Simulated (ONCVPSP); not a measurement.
**B (Z = 5): one change to an ONCV potential, before and after**

B, optimised norm-conserving Vanderbilt (ONCV), made with ONCVPSP 4.0.1 (PBE, scalar-relativistic). Core [He], reference 2s2 2p1. Waves: 2s: rc 1.20 bohr, ncon 3, nbas 6, qcut 6.7 1/bohr, 2 projectors, debl 3 Ha; 2p: rc 2.75 bohr, ncon 4, nbas 7, qcut 6 1/bohr, 3 projectors, debl 1.9 Ha. Local part: polynomial inside 0.95 bohr (lpopt 4, dvloc0 0 Ha). Core correction: polynomial model core, fcfact 0.7.

Change: p: ncon 3, nbas 6.

Cutoffs: the cutoffs (Ha) at which the residual kinetic energy of the hardest occupied pseudo-wave falls to 1 and 0.1 mHa per electron; they do not see the model core or the augmentation charge, which bear on the density cutoff. Errors are all-electron minus pseudo energies relative to the spin-unpolarised reference configuration.

Task: Predict the effect on cutoff, ghosts and configuration errors.

Result: The potential gets neither clearly harder nor softer (13 Ha and 17 Ha → 13 Ha and 17 Ha); of the 4 tests that both files solve, the error grows in 4 and shrinks in 0 by more than 15 % and 0.3 meV (median size 35.8 → 43.8 meV); neither file shows a bound ghost.

| quantity | base | changed |
| --- | --- | --- |
| cutoff, loose | 13 Ha | 13 Ha |
| cutoff, tight | 17 Ha | 17 Ha |
| loose cutoff by channel | s 13 Ha, p 8.8 Ha | s 13 Ha, p 8.2 Ha |
| bound ghosts | none | none |
| GHOST(+) flags under 300 eV | none | none |
| error for 2s2 2p0, meV [ΔE 8.22 eV] | +41 | +49 |
| error for 2s1 2p0, meV [ΔE 33.64 eV] | +147 | +170 |
| error for 2s2 2p0.5, meV [ΔE 2.89 eV] | +5.9 | +7.0 |
| error for 2s0 2p3, meV [ΔE 11.72 eV] | -30 | -38 |
| s: phases at 1.22 bohr within 0.05 rad from the reference energy up to (Ha; the scan ends near 5) | to the end of the scan | to the end of the scan |
| p: phases at 2.79 bohr within 0.05 rad from the reference energy up to (Ha; the scan ends near 5) | to the end of the scan | to the end of the scan |
| rms error of d²Exc/dni dnj with the model core, mHa | 1.52 | 1.53 |
